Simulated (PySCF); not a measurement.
Level of theory: PySCF with PBE-D3(BJ)/def2-TZVP // PBE0-D4/def2-SVP. Gas-phase values, no solvent. One relaxed conformer stands for a flexible species; it need not be the lowest. Excitations are Tamm–Dancoff values on a coarser integration grid. The basis has no diffuse functions, so Rydberg states are missing or too high.

Reference species (SMILES): `c1cc(S)sc1B` (neutral, multiplicity 1).

The HOMO is -5.71 eV and the brightest of the four lowest singlets (TDA) is 3.93 eV.

Changed species: `c1(B)cc(cs1)S`.

### Question
Predict the effect on the HOMO and brightest of the four lowest singlets (TDA).

### Answer
the HOMO decreases by 0.13 eV, to -5.84 eV; the brightest of the four lowest singlets (TDA) increases by 0.90 eV, to 4.83 eV.
